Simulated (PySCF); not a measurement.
Computed beside measured shifts

System: triphenylphosphine sulfide (C18H15PS), SMILES S=P(c1ccccc1)(c1ccccc1)c1ccccc1.

Atom-mapped SMILES (hydrogens are numbered by the atom that bears them): [S:1]=[P:2]([c:3]1[cH:4][cH:5][cH:6][cH:7][cH:8]1)([c:9]1[cH:10][cH:11][cH:12][cH:13][cH:14]1)[c:15]1[cH:16][cH:17][cH:18][cH:19][cH:20]1

Level of theory: GIAO KT3/pcSseg-1, gas phase, PySCF SCF with an in-house response code, fitting set def2-universal-JFIT, grid level 2, non-relativistic, geometry: GFN2-xTB.

One optimised conformer. Values are averaged over the atoms that symmetry or fast rotation interchanges, on this one geometry and without vibrational averaging. Shifts are the reference shielding less the shielding here, at the same level (13C, 1H against isolated TMS; 31P against isolated PH3; 33S against isolated CS2); nuclei without a reference have shieldings only.

(1) What shifts does this level give for C3/9/15, C4/8/10/14/16/20, C5/7/11/13/17/19, C6/12/18, and how do they compare with measurement?

Results:

(1) 
```json
{"atom": "C3/9/15", "nucleus": "13C", "computed / ppm": "131.4", "measured / ppm": "133.1", "computed less measured": "-1.7", "measured against": "TMS", "medium of the measurement": "solution"}
{"atom": "C4/8/10/14/16/20", "nucleus": "13C", "computed / ppm": "126.3", "measured / ppm": "132.3", "computed less measured": "-6.0", "measured against": "TMS", "medium of the measurement": "solution"}
{"atom": "C5/7/11/13/17/19", "nucleus": "13C", "computed / ppm": "121.5", "measured / ppm": "128.5", "computed less measured": "-7.0", "measured against": "TMS", "medium of the measurement": "solution"}
{"atom": "C6/12/18", "nucleus": "13C", "computed / ppm": "124.0", "measured / ppm": "131.5", "computed less measured": "-7.5", "measured against": "TMS", "medium of the measurement": "solution"}
```

Measured values: E. Pretsch, P. Bühlmann, M. Badertscher, Structure Determination of Organic Compounds, 4th ed., Springer 2009.
